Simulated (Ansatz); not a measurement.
```xyz
7

C    -0.0027    0.0214   -0.6824
C    -0.0087   -0.0378    0.7882
H     0.9249    0.0169    1.3517
H    -0.9363    0.0240    1.3529
H    -0.0008    1.0630   -1.0755
H     0.8938   -0.4710   -1.1315
H    -0.8828   -0.4621   -1.1200
```

Basis set: cc-pVDZ (spherical functions). Correlated methods keep 2 orbitals frozen. Charge 0, multiplicity 2.

Computed with Ansatz (development build ahead of 0.2.0); each method stands on the lowest determinant of its kind that the runs found.

(1) Give the atomization energy at this shape (free ground-state atoms in the same class of orbitals less the molecule, no zero-point energy) of doublet C2H5 by UHF-MP2, UHF.

## Answers

(1)

| method | atomization energy |
| --- | --- |
| UHF-MP2 | 24.45 eV |
| UHF | 19.96 eV |
